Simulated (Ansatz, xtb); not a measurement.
# Two isomers of C5H4F2O

Structure X: `O=C1C=C(F)C[C@@H]1F`, a singlet. Structure Y: `Cc1occ(F)c1F`, a singlet. Both are isolated molecules in the gas phase, relaxed with PBE0-D3(BJ)/def2-SVP; the shapes shown needn't be the lowest conformers.

X (Å):

```yaml
atoms:
  - { symbol: C, position_ang: [-2.0915, -0.2350, 0.5761] }
  - { symbol: C, position_ang: [-1.6580, 1.0823, 0.0874] }
  - { symbol: C, position_ang: [-0.5159, 0.9098, -0.5971] }
  - { symbol: C, position_ang: [-0.0188, -0.4934, -0.6765] }
  - { symbol: C, position_ang: [-0.9218, -1.2096, 0.3255] }
  - { symbol: F, position_ang: [0.1706, 1.8552, -1.1961] }
  - { symbol: F, position_ang: [-1.3582, -2.4201, -0.1163] }
  - { symbol: O, position_ang: [-3.1355, -0.5402, 1.0896] }
  - { symbol: H, position_ang: [-2.2066, 2.0128, 0.2249] }
  - { symbol: H, position_ang: [1.0580, -0.5599, -0.4591] }
  - { symbol: H, position_ang: [-0.1839, -0.9086, -1.6848] }
  - { symbol: H, position_ang: [-0.4008, -1.3555, 1.2892] }
```

Y (Å):

```xyz
12

C    -0.7593    0.4917    0.8947
C    -1.8227    0.4270   -0.1280
C    -3.4990    1.2385   -1.3117
C    -3.3131   -0.0411   -1.7381
C    -2.2296   -0.5652   -0.9728
F    -3.9851   -0.6895   -2.6691
F    -1.7238   -1.7824   -1.0718
O    -2.5986    1.5147   -0.3420
H    -0.0256    1.2797    0.6622
H    -0.2336   -0.4713    0.9331
H    -1.1742    0.7017    1.8932
H    -4.1956    2.0209   -1.5950
```

Quicker runs give these differences E(Y) − E(X): GFN2-xTB −9.2 kcal/mol; HF/STO-3G −4.8 kcal/mol (at GFN2-xTB geometries); r2SCAN-D4/def2-SVP +11.1 kcal/mol (at GFN2-xTB geometries).

Question: Estimate E(Y) − E(X) at the level CCSD(T)/def2-SVP + ΔMP2/def2-TZVPP.

Answer: Calculated at CCSD(T)/def2-SVP + ΔMP2/def2-TZVPP: E(Y) − E(X) = +15.1 kcal/mol, so structure X lies lower.

The same difference at several levels:

```json
{"level": "GFN2-xTB", "geometry": "GFN2-xTB", "E(Y) − E(X) (kcal/mol)": "−9.2", "departure from the last row (kcal/mol)": "−24.3", "job, with rough time for the two": "optimisation, 0.1 s"}
{"level": "HF/STO-3G", "geometry": "GFN2-xTB", "E(Y) − E(X) (kcal/mol)": "−4.8", "departure from the last row (kcal/mol)": "−19.9", "job, with rough time for the two": "single point, 0.32 s"}
{"level": "r2SCAN-D4/def2-SVP", "geometry": "GFN2-xTB", "E(Y) − E(X) (kcal/mol)": "+11.1", "departure from the last row (kcal/mol)": "−4.1", "job, with rough time for the two": "single point, 3.3 s"}
{"level": "PBE0-D3(BJ)/def2-SVP", "geometry": "PBE0-D3(BJ)/def2-SVP", "E(Y) − E(X) (kcal/mol)": "+10.9", "departure from the last row (kcal/mol)": "−4.2", "job, with rough time for the two": "optimisation, 35 s"}
{"level": "HF/def2-SVP", "geometry": "PBE0-D3(BJ)/def2-SVP", "E(Y) − E(X) (kcal/mol)": "+17.8", "departure from the last row (kcal/mol)": "+2.7", "job, with rough time for the two": "part of the CCSD(T) run"}
{"level": "MP2/def2-SVP", "geometry": "PBE0-D3(BJ)/def2-SVP", "E(Y) − E(X) (kcal/mol)": "+12.0", "departure from the last row (kcal/mol)": "−3.2", "job, with rough time for the two": "part of the CCSD(T) run"}
{"level": "CCSD(T)/def2-SVP", "geometry": "PBE0-D3(BJ)/def2-SVP", "E(Y) − E(X) (kcal/mol)": "+13.7", "departure from the last row (kcal/mol)": "−1.4", "job, with rough time for the two": "single point"}
{"level": "CCSD(T)/def2-SVP + ΔMP2/def2-TZVPP", "geometry": "PBE0-D3(BJ)/def2-SVP", "E(Y) − E(X) (kcal/mol)": "+15.1", "departure from the last row (kcal/mol)": "", "job, with rough time for the two": "single point, 64 s"}
```

As drawn, Y has 2 C∷O, 3 C∷C in place of 1 C=O, 3 C–C, 1 C=C (∷ is an aromatic bond). Structure X has a 5-membered ring, Y a 5-membered ring (with an aromatic ring).

GFN2-xTB, HF/STO-3G put the two in the other order. The largest departure from CCSD(T)/def2-SVP + ΔMP2/def2-TZVPP is that of GFN2-xTB, 24.3 kcal/mol. The last row adds to CCSD(T) the change of the MP2 difference between the two basis sets, here +1.4 kcal/mol.

With thermal terms from frequencies at re-optimised GFN2-xTB minima (ideal gas, soft modes damped towards free rotors, one conformer each, 298.15 K, 1 atm): on the last row, ΔE + ΔZPE = +15.1, ΔH = +15.4, ΔG = +15.0 kcal/mol.

The correlated steps freeze 8 core orbitals. Mirror images aren't counted in ΔG. Programs: Ansatz 0.2.0, xtb 6.7.1; the last row on 4 threads of Arm Neoverse V2 on a shared host.
